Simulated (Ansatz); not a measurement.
Diatomic CdP, multiplicity 4 (lowest of 2S+1 = 2, 4 at CCSD(T)/def2-TZVPP on PBE0 minima; our sources give no spin for the ground state, which may be another). No spin–orbit coupling.

The constants come from a fifth-degree fit in 1/R (seven points, main isotopes). Runs in def2 and cc sets follow the lowest solution found near the PBE0 minimum.

Correlated levels freeze the inner cores; with def2 sets outer-core shells near the valence are correlated too. CBS(a, b) extrapolates the correlation energy as X⁻³ and adds the Hartree–Fock energy of set b.

Run with Ansatz (Gaussian basis) for Hartree–Fock, density functionals and correlated methods. Values without a source in brackets are computed. In def2 rows elements past Kr take small-core potentials, without spin–orbit coupling.

Problem. What bond length and harmonic frequency does B3LYP/def2-TZVPP give?

Solution. r_e = 2.761 Å, ω_e = 137 cm⁻¹.

Problem. What bond length and harmonic frequency does PBE0/def2-TZVPP give?

Solution. r_e = 2.657 Å, ω_e = 174 cm⁻¹.

Problem. What bond length and harmonic frequency does CCSD(T)/CBS(def2-TZVPP, def2-QZVPP) give?

Solution. r_e = 2.693 Å, ω_e = 140 cm⁻¹.

Ansatz is a quantum-chemistry and plane-wave program.
